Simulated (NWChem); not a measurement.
System: sulfuric acid (H2SO4); SMILES O=S(=O)(O)O

The following NWChem deck was run.

```
start job
memory heap 200 mb stack 900 mb global 1100 mb
geometry units angstroms noautosym nocenter noautoz
  O      0.821928     0.951370     0.806994
  S     -0.191319    -0.000173    -0.001061
  O     -0.853200     0.788207    -1.003759
  O     -0.862057    -0.789230     0.995200
  O      0.830625    -0.950738    -0.799301
  H      1.082782     1.682592     0.224934
  H      1.086593    -1.681661    -0.214690
end
basis spherical
  O library 6-311g**
  S library 6-311g**
  H library 6-311g**
end
dft
  xc b3lyp
  iterations 150
end
property
  shielding 4 1 2 3 6
end
task dft property
```

Output (shortened):

```
             Northwest Computational Chemistry Package (NWChem) 7.3.0
             --------------------------------------------------------

                             Geometry "geometry" -> ""
                             -------------------------

 Output coordinates in angstroms (scale by  1.889725989 to convert to a.u.)

  No.       Tag          Charge          X              Y              Z
 ---- ---------------- ---------- -------------- -------------- --------------
    1 O                    8.0000     0.82192800     0.95137000     0.80699400
    2 S                   16.0000    -0.19131900    -0.00017300    -0.00106100
    3 O                    8.0000    -0.85320000     0.78820700    -1.00375900
    4 O                    8.0000    -0.86205700    -0.78923000     0.99520000
    5 O                    8.0000     0.83062500    -0.95073800    -0.79930100
    6 H                    1.0000     1.08278200     1.68259200     0.22493400
    7 H                    1.0000     1.08659300    -1.68166100    -0.21469000

 Effective nuclear repulsion energy (a.u.)     286.6119762500

                              NWChem Property Module
                              ----------------------

  itol2e modified to match energy
  convergence criterion.

                                 NWChem DFT Module
                                 -----------------

 Summary of "ao basis" -> "ao basis" (spherical)
 ------------------------------------------------------------------------------
       Tag                 Description            Shells   Functions and Types
 ---------------- ------------------------------  ------  ---------------------
 O                          6-311g**                 8       18   4s3p1d
 S                          6-311g**                12       26   6s5p1d
 H                          6-311g**                 4        6   3s1p

  itol2e modified to match energy
  convergence criterion.

[...]

          -----------------------------------------
          Chemical Shielding Tensors (GIAO, in ppm)
          -----------------------------------------

                                NWChem CPHF Module
                                ------------------

  scftype          =     RHF
  nclosed          =       25
  nopen            =        0
  variables        =     2125
  # of vectors     =        3
  tolerance        = 0.10D-03
  level shift      = 0.00D+00
  max iterations   =       50
  max subspace     =       30

 SCF residual:    6.5876553656417684E-004

Iterative solution of linear equations
  No. of variables     2125
  No. of equations        3
  Maximum subspace       30
        Iterations       50
       Convergence  1.0D-04

   iter   nsub   residual    time
   ----  ------  --------  ---------
     1      3    2.92D-01      55.5
     2      6    1.58D-02      60.6
     3      9    1.27D-03      64.4
     4     12    6.27D-05      67.6

      Atom:    1  O
        Diamagnetic
    388.8655     15.8205      5.8842
     15.8205    400.1384      1.0709
      5.8842      1.0709    391.1719

        Paramagnetic
   -228.6667     64.9831     71.1019
     64.9831   -282.7593     82.7652
     71.1019     82.7652   -312.1499

        Total Shielding Tensor
    160.1988     80.8036     76.9861
     80.8036    117.3792     83.8361
     76.9861     83.8361     79.0220

           isotropic =     118.8667
          anisotropy =     247.9668

          Principal Components and Axis System
                 1           2           3
              284.1779     61.4655     10.9566

      1         0.6685     -0.7332     -0.1249
      2         0.5662      0.6106     -0.5537
      3         0.4822      0.2994      0.8233

      Atom:    2  S
        Diamagnetic
   1053.4199     -0.0042     -0.0010
     -0.0042   1054.3020      0.8038
     -0.0010      0.8038   1053.5888

        Paramagnetic
   -958.4325      0.8304     -0.6320
      0.8304   -914.6004   -176.9474
     -0.6320   -176.9474   -809.6491

        Total Shielding Tensor
     94.9874      0.8262     -0.6330
      0.8262    139.7016   -176.1436
     -0.6330   -176.1436    243.9398

           isotropic =     159.5429
          anisotropy =     323.9608

          Principal Components and Axis System
                 1           2           3
              375.5168     94.9848      8.1272

      1        -0.0036      1.0000     -0.0033
      2        -0.5984      0.0005      0.8012
      3         0.8012      0.0048      0.5984

      Atom:    3  O
        Diamagnetic
    394.4404    -10.6954     14.0747
    -10.6954    396.3082    -14.4596
     14.0747    -14.4596    402.7920

        Paramagnetic
   -326.6944     -2.8217     22.2701
     -2.8217   -288.4287     -8.3542
     22.2701     -8.3542   -268.4408

        Total Shielding Tensor
     67.7461    -13.5171     36.3448
    -13.5171    107.8795    -22.8138
     36.3448    -22.8138    134.3513

           isotropic =     103.3256
          anisotropy =      89.4357

          Principal Components and Axis System
                 1           2           3
              162.9494     95.4794     51.5480

      1         0.3745      0.1139      0.9202
      2        -0.4318      0.8996      0.0644
      3         0.8205      0.4215     -0.3861

      Atom:    4  H
        Diamagnetic
     25.0302      9.5867     -1.1526
      9.5867     37.7584     -6.9630
     -1.1526     -6.9630     26.7921

        Paramagnetic
      1.0566     -3.6280      0.4529
     -3.6280     -5.5305      5.5706
      0.4529      5.5706     -3.6755

[...]
```

Level: B3LYP/6-311G** (spherical d), GIAO. Geometry: optimised at PBE0/def2-SVP. The output numbers the shielded atoms by their place in the input's list. The printed shielding anisotropy is the first printed principal value minus the mean of the other two.
